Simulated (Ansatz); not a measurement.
Mulliken charges of CH$_{4}$OSSi, SMILES `CS[Si]O` from B3LYP/def2-TZVPP in Ansatz (PBE0-D4/def2-TZVP geometry).

```json
{"atom": "C1", "x (Å)": "0.724", "y (Å)": "0.539", "z (Å)": "-0.590", "charge (e)": "-0.293"}
{"atom": "S2", "x (Å)": "-0.197", "y (Å)": "-0.844", "z (Å)": "-1.316", "charge (e)": "-0.213"}
{"atom": "Si3", "x (Å)": "-1.497", "y (Å)": "-1.621", "z (Å)": "0.225", "charge (e)": "0.309"}
{"atom": "O4", "x (Å)": "-1.179", "y (Å)": "-0.661", "z (Å)": "1.530", "charge (e)": "-0.349"}
{"atom": "H5", "x (Å)": "1.342", "y (Å)": "0.207", "z (Å)": "0.245", "charge (e)": "0.118"}
{"atom": "H6", "x (Å)": "1.382", "y (Å)": "0.933", "z (Å)": "-1.364", "charge (e)": "0.133"}
{"atom": "H7", "x (Å)": "0.053", "y (Å)": "1.338", "z (Å)": "-0.274", "charge (e)": "0.118"}
{"atom": "H8", "x (Å)": "-0.537", "y (Å)": "0.053", "z (Å)": "1.488", "charge (e)": "0.177"}
```

By hand: the dipole of these point charges (1 e Å = 4.8032 D).

Σ q r = (0.032, 0.067, 0.067) e Å, of length 0.100 e Å = 0.48 D.

How does the dipole of the full density compare? (Estimate.)

Computed: (0.345, 0.432, 0.082) e Å, 2.68 D; the point charges give 0.18 times that, at 36° from its direction.

Point charges leave out the atoms' own dipoles, such as those of lone pairs, and Mulliken's split depends on the basis, so the two needn't agree.

B3LYP here is the variant with VWN-RPA as its local correlation; programs differ in this.
